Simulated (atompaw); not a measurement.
# LDA (PW92) PAW (atompaw) dataset for V (Z = 23), scalar-relativistic all-electron reference.

V, PAW, made with atompaw 4.2.0.5 (LDA (PW92), scalar-relativistic). Core [Ne], reference 3s2 3p6 3d3 4s1 4p0 (charge +1). Waves: 3s (bound): rc 1.25 bohr; 4s (bound): rc 1.45 bohr; 3p (bound): rc 1.20 bohr; 4p (bound, empty): rc 2.40 bohr; 3d (bound): rc 2.40 bohr; 3d channel at -0.1 Ry: rc 2.40 bohr. Local part: bessel scheme, radius 2.40 bohr. Core correction: smooth core density matched at 1.55 bohr. Augmentation charge: besselshape compensation charge, radius 2.15 bohr; PAW radius 2.40 bohr; waves and projectors: custom rrkj gramschmidtortho.

All-electron outer shells of the reference configuration (LDA (PW92), scalar-relativistic, ld1.x):

| shell | level (eV) | outermost node (bohr) | outermost maximum (bohr) |
| --- | --- | --- | --- |
| 2p | -510.44 | – | 0.21 |
| 3s | -77.51 | 0.38 | 0.82 |
| 3p | -51.64 | 0.35 | 0.84 |
| 3d | -12.92 | – | 0.88 |
| 4s | -11.16 | 1.17 | 2.59 |
| 4p | -7.01 | 1.29 | 3.16 |

(1) Estimate the cutoffs (Ry, on a coarse ladder) from which the occupation-weighted sum of valence levels, in a spherical-Bessel basis at the reference potential, stays within 10 and 1 mRy of its value at 400 Ry.

(2) Does the potential have ghost states?

(3) Is the overlap operator S = 1 + Σ q|β⟩⟨β| positive definite (Bessel basis up to 400 Ry)?

(4) Which valence shell sets the plane-wave cutoff?

Answers

(1) 55 Ry and 100 Ry.

(2) No extra level below or beside the all-electron valence levels (s, p, d, f tested).

(3) Yes: its lowest eigenvalue is 0.17 (d channel).

(4) 3p: its level needs 60 Ry to come within 1 mRy, against 40 Ry for 4s.
